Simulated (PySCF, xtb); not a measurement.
C3H3ClF2, SMILES F[C@H]1[C@@](F)(C1)Cl.

GFN2-xTB (xtb 6.7.1) at its own geometry gives an orbital gap of 6.61 eV and a dipole moment of 2.80 D.

Geometry optimised at PBE0-D3(BJ)/def2-SVP. The structure was generated by enumeration; whether it is a known compound was not checked.

### Question
What does PBE/def2-TZVP (PySCF) give? (An estimate is asked for; the answer gives what the named calculation found.)

### Answer
gap 5.81 eV (levels -6.71 and -0.90 eV), dipole 2.02 D.
